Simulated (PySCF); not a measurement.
SnCl3I, SMILES [Cl][Sn]([Cl])([Cl])[I].

The structure is a stationary point at PBE0-D3(BJ)/def2-SVP. The structure was generated by enumeration; whether it is a known compound was not checked. The def2 effective core potentials stand for the cores of I, Sn; spin–orbit coupling is left out.

Two levels are set side by side: PBE/def2-TZVP (PySCF) and ωB97X/def2-TZVP (PySCF). Same geometry, gas phase. Differences are taken from unrounded values.

```json
[
 {"quantity": "orbital gap (eV)", "PBE": "3.05"},
 {"quantity": "highest occupied level (eV)", "PBE": "-7.41"},
 {"quantity": "lowest empty level (eV)", "PBE": "-4.36"},
 {"quantity": "dipole moment (D)", "PBE": "1.49"},
 {"quantity": "mean polarisability (bohr³)", "PBE": "111.3"}
]
```

### Question
These are the PBE values. What does ωB97X give? (The exact figures need the calculation; the answer reports its results.)

### Answer

```csv
quantity,ωB97X,PBE minus ωB97X
orbital gap (eV),9.25,-6.20
highest occupied level (eV),-10.85,3.44
lowest empty level (eV),-1.60,-2.76
dipole moment (D),1.66,-0.17
mean polarisability (bohr³),105.4,5.8
```

Without exact exchange PBE keeps part of each electron's self-repulsion, which lifts occupied levels and narrows the gap. PBE's more diffuse valence density responds more strongly to a field. Differences between two approximate levels are no errors against the true value.

Rough cost on one machine, each run with all the roots and properties that it gave: ωB97X against PBE within a factor of 2.
